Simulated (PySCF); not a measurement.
C4H7B. Atoms are numbered in the order given.

```xyz
12

B      0.0000     0.0000     0.4036
C      0.0000     0.0000    -1.1293
C      0.0000     0.0000    -2.3611
H      0.0000     0.0000    -3.4432
C      0.0137     1.3738     1.1761
H      0.4311     1.3016     2.2008
H     -1.0593     1.6579     1.2999
H      0.4898     2.2090     0.6264
C     -0.0137    -1.3738     1.1761
H     -0.4311    -1.3016     2.2008
H      1.0593    -1.6579     1.2999
H     -0.4898    -2.2090     0.6264
```
Charge 0, spin multiplicity 1.

The structure is a stationary point at PBE-D3(BJ)/def2-SVP.

Calculation: PBE-D3(BJ)/def2-SVP (PySCF 2.14.0).

No scaling factor is applied to the harmonic values.

```json
[
 {"mode": "1", "ν (cm⁻¹)": "77", "IR (km/mol)": "0.6", "moving atoms (share of kinetic energy)": "H 96 %"},
 {"mode": "2", "ν (cm⁻¹)": "120", "IR (km/mol)": "1.1", "moving atoms (share of kinetic energy)": "H 96 %"},
 {"mode": "3", "ν (cm⁻¹)": "152", "IR (km/mol)": "0.9", "moving atoms (share of kinetic energy)": "C 66 %, H 27 %"},
 {"mode": "4", "ν (cm⁻¹)": "202", "IR (km/mol)": "5.2", "moving atoms (share of kinetic energy)": "C 60 %, H 27 %, B 13 %"},
 {"mode": "5", "ν (cm⁻¹)": "298", "IR (km/mol)": "0.0", "moving atoms (share of kinetic energy)": "C 53 %, H 42 %"},
 {"mode": "6", "ν (cm⁻¹)": "412", "IR (km/mol)": "0.1", "moving atoms (share of kinetic energy)": "H 46 %, C 30 %, B 24 %"},
 {"mode": "7", "ν (cm⁻¹)": "490", "IR (km/mol)": "5.8", "moving atoms (share of kinetic energy)": "C 74 %, H 19 %"},
 {"mode": "8", "ν (cm⁻¹)": "595", "IR (km/mol)": "0.7", "moving atoms (share of kinetic energy)": "H 57 %, C 43 %"},
 {"mode": "9", "ν (cm⁻¹)": "622", "IR (km/mol)": "43.6", "moving atoms (share of kinetic energy)": "H 76 %, C 24 %"},
 {"mode": "10", "ν (cm⁻¹)": "665", "IR (km/mol)": "3.7", "moving atoms (share of kinetic energy)": "C 52 %, H 45 %"},
 {"mode": "11", "ν (cm⁻¹)": "744", "IR (km/mol)": "23.0", "moving atoms (share of kinetic energy)": "H 74 %, C 26 %"},
 {"mode": "12", "ν (cm⁻¹)": "814", "IR (km/mol)": "1.1", "moving atoms (share of kinetic energy)": "H 72 %, C 25 %"},
 {"mode": "13", "ν (cm⁻¹)": "829", "IR (km/mol)": "1.2", "moving atoms (share of kinetic energy)": "H 59 %, C 35 %"},
 {"mode": "14", "ν (cm⁻¹)": "867", "IR (km/mol)": "40.3", "moving atoms (share of kinetic energy)": "B 39 %, H 38 %, C 23 %"},
 {"mode": "15", "ν (cm⁻¹)": "1117", "IR (km/mol)": "42.5", "moving atoms (share of kinetic energy)": "B 53 %, H 41 %"},
 {"mode": "16", "ν (cm⁻¹)": "1147", "IR (km/mol)": "126.7", "moving atoms (share of kinetic energy)": "B 58 %, H 28 %, C 14 %"},
 {"mode": "17", "ν (cm⁻¹)": "1252", "IR (km/mol)": "53.8", "moving atoms (share of kinetic energy)": "H 69 %, C 25 %"},
 {"mode": "18", "ν (cm⁻¹)": "1267", "IR (km/mol)": "122.6", "moving atoms (share of kinetic energy)": "H 54 %, C 31 %, B 15 %"},
 {"mode": "19", "ν (cm⁻¹)": "1361", "IR (km/mol)": "0.5", "moving atoms (share of kinetic energy)": "H 96 %"},
 {"mode": "20", "ν (cm⁻¹)": "1364", "IR (km/mol)": "1.0", "moving atoms (share of kinetic energy)": "H 94 %"},
 {"mode": "21", "ν (cm⁻¹)": "1391", "IR (km/mol)": "0.5", "moving atoms (share of kinetic energy)": "H 92 %"},
 {"mode": "22", "ν (cm⁻¹)": "1395", "IR (km/mol)": "7.3", "moving atoms (share of kinetic energy)": "H 91 %"},
 {"mode": "23", "ν (cm⁻¹)": "2088", "IR (km/mol)": "52.2", "moving atoms (share of kinetic energy)": "C 90 %, H 9 %"},
 {"mode": "24", "ν (cm⁻¹)": "2944", "IR (km/mol)": "0.8", "moving atoms (share of kinetic energy)": "H 96 %"},
 {"mode": "25", "ν (cm⁻¹)": "2946", "IR (km/mol)": "0.0", "moving atoms (share of kinetic energy)": "H 96 %"},
 {"mode": "26", "ν (cm⁻¹)": "3030", "IR (km/mol)": "10.2", "moving atoms (share of kinetic energy)": "H 92 %"},
 {"mode": "27", "ν (cm⁻¹)": "3031", "IR (km/mol)": "12.6", "moving atoms (share of kinetic energy)": "H 92 %"},
 {"mode": "28", "ν (cm⁻¹)": "3083", "IR (km/mol)": "6.8", "moving atoms (share of kinetic energy)": "H 90 %, C 10 %"},
 {"mode": "29", "ν (cm⁻¹)": "3083", "IR (km/mol)": "13.8", "moving atoms (share of kinetic energy)": "H 91 %, C 9 %"},
 {"mode": "30", "ν (cm⁻¹)": "3393", "IR (km/mol)": "44.5", "moving atoms (share of kinetic energy)": "H 86 %, C 14 %"}
]
```
